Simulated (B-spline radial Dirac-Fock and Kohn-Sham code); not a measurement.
## 4d5/2 photoionisation of La⁺ near threshold

System: La⁺ in the configuration [Xe] 5d2. The computed 4d5/2 threshold is 116.0 eV; without correlation, outer thresholds are uncertain by 1 to 2 eV. With an open shell the threshold is an average over the terms of the final ion.

Model: Dirac-Hartree-Slater photoionisation with all multipoles and Dirac-Fock thresholds. Program: a B-spline atomic structure program. Interchannel coupling and autoionising resonances are not included, so magnitudes near threshold are approximate.

Question: How do σ and β run from threshold to 400 eV kinetic energy?

Answer: The cross section has a minimum of 0.27 Mb near 54 eV kinetic energy, a Cooper minimum, where a dipole matrix element changes sign; it needs a radial node in the bound orbital. Its largest value, 1.39 Mb, lies 5 eV above threshold. β ranges from -0.89 (at 83.7 eV) to 1.40.

```tsv
kinetic energy (eV)	σ (Mb)	β
1.5	1.35	-0.79
1.9	1.36	-0.75
2.3	1.37	-0.68
2.9	1.38	-0.60
3.7	1.39	-0.49
4.6	1.39	-0.35
5.7	1.38	-0.19
7.2	1.35	0.01
9.0	1.30	0.24
11.2	1.20	0.50
14.0	1.07	0.78
17.5	0.899	1.06
21.9	0.716	1.29
27.4	0.533	1.40
34.2	0.389	1.22
42.8	0.298	0.60
53.5	0.265	-0.30
66.9	0.287	-0.89
83.7	0.351	-0.89
104.7	0.432	-0.58
130.9	0.509	-0.21
163.6	0.562	0.14
204.6	0.573	0.43
255.8	0.545	0.67
319.9	0.484	0.87
400.0	0.402	1.02
```
